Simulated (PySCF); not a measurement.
## Dipole moment and polarisability across levels of theory

CH8AsGa.
SMILES: `[CH3][GaH2-][AsH3+]`

PySCF, dipoles from the SCF density, polarisabilities from static response with core orbitals frozen. Geometry: PBE0-D3(BJ)/def2-SVP; no solvent, vibrations or thermal averaging. The LDA/def2-SVPD calculation is non-relativistic and has no spin–orbit coupling, an omission that weighs most on arsenic and gallium.

The anisotropy is √(½[(α1 − α2)² + (α2 − α3)² + (α3 − α1)²]).

```
              level  μ (D)  α (Å³)  anisotropy (Å³)
      LDA/def2-SVPD  3.205   13.16             3.75
      PBE/def2-SVPD  3.147   12.84             3.63
    B3LYP/def2-SVPD  3.153   12.42             3.22
     PBE0/def2-SVPD  3.280   12.30             3.22
BHandHLYP/def2-SVPD  3.282   11.88             2.82
CAM-B3LYP/def2-SVPD  3.266   12.15             2.95
  wB97X-D/def2-SVPD  3.301   12.19             2.98
  LC-wPBE/def2-SVPD  3.432   11.79             2.78
       HF/def2-SVPD  3.447   11.32             2.36
        PBE0/6-31G*  3.462   10.11             3.01
      PBE0/def2-SVP  3.419   10.58             2.59
   PBE0/aug-cc-pVDZ  3.250   12.48             3.23
     PBE0/def2-TZVP  3.267   11.71             3.03
    PBE0/def2-TZVPD  3.236   12.44             3.23
```

The dipole runs from 3.15 D (PBE/def2-SVPD) to 3.46 D (PBE0/6-31G*). No reference polarisability is at hand; against PBE0 in the largest diffuse basis at hand (def2-TZVPD) the other PBE0 rows deviate by 6-31G* -19%, def2-SVP -15%, def2-SVPD -1%, aug-cc-pVDZ 0%, def2-TZVP -6%. In one basis (def2-SVPD) the functionals order the polarisability from HF (lowest) to LDA (highest), a spread of 16%. With PBE0 the polarisability is 10.80 Å³ without diffuse functions (mean of 6-31G*, def2-SVP and def2-TZVP) and 12.40 Å³ with them (mean of def2-SVPD, aug-cc-pVDZ and def2-TZVPD).

Without π bonds the low states are Rydberg-like; a valence basis with one diffuse set may place them up to an eV too high.
